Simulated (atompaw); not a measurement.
**What the settings do to the PAW (atompaw) potential of Gd**

Base potential:

atompaw 4.2.0.5 input, output lines left out:

```
Gd 64
GGA-PBE scalarrelativistic loggrid 2001 logderivrange -6 5 276
6 6 5 4 0 0
6 0 1
6 1 0
5 2 1
4 3 7
0 0 0
c
c
c
c
v
v
c
c
c
v
v
c
c
v
v
3
2.70 2.00 2.55 2.70
n
n
y
-0.25
n
y
0.8
n
bloechl sinc
4 0 ultrasoft
```

Cutoffs, loose and tight: the cutoffs (Ry, on a coarse ladder) from which the occupation-weighted sum of valence levels, in a spherical-Bessel basis at the reference potential, stays within 10 and 1 mRy of its value at 400 Ry. They see the waves, projectors and local potential, not the compensation charge or the core. A dash means not determined.

```tsv
change	outcome	cutoff, loose	cutoff, tight	bound ghosts
base	generated	35 Ry	45 Ry	none
wave 5d channel at -0.25 Ry becomes 5d channel at 10.85 Ry	generated	35 Ry	45 Ry	none
waves 5s (bound): rc 2.30 bohr; 6s (bound): rc 2.70 bohr; 5p (bound): rc 2.55 bohr; 6p (bound): rc 2.45 bohr; 5d (bound): rc 2.70 bohr; 5d channel at -0.25 Ry: rc 2.70 bohr; 4f (bound): rc 1.50 bohr; 4f channel at 0.8 Ry: rc 1.50 bohr; augmentation sinc compensation charge, radius 2.00 bohr; PAW radius 2.70 bohr; waves and projectors: custom polynom vanderbiltortho	failed: atompaw: The overlap operator has at least one negative eigenvalue!	–	–	–
augmentation sinc compensation charge, radius 2.38 bohr; PAW radius 2.70 bohr; waves and projectors: bloechl	generated	35 Ry	45 Ry	none
reference 4f7 5s2 5p6 5d1 6s2 6p0	failed: atompaw: The overlap operator has at least one negative eigenvalue!	–	–	–
```

**Question.** What comes out with this change to the base: core [Kr] 4d10 4f7, valence charge 11; reference 5s2 5p6 5d0 6s0 6p0; waves now 5s (bound); 6s (bound); 5p (bound); 6p (bound); 5d (bound); 5d channel at -1.25 Ry; local potential ultrasoft scheme with l = 3 at 0 Ry, radius 2.60 bohr; core correction smooth core density matched at 2.85 bohr; augmentation sinc compensation charge, radius 2.25 bohr; PAW radius 3.00 bohr; waves and projectors: bloechl?

**Answer.** outcome: generated; cutoff, loose: 18 Ry; cutoff, tight: 25 Ry; bound ghosts: none.

**Question.** What comes out with this change to the base: local potential ultrasoft scheme with l = 4 at 0 Ry, radius 2.00 bohr?

**Answer.** outcome: generated; cutoff, loose: 40 Ry; cutoff, tight: 50 Ry; bound ghosts: none.

**Question.** What comes out with this change to the base: local potential vpsmatchnc scheme with l = 4 at 0 Ry, radius 2.55 bohr?

**Answer.** outcome: generated; cutoff, loose: 50 Ry; cutoff, tight: 70 Ry; bound ghosts: none.
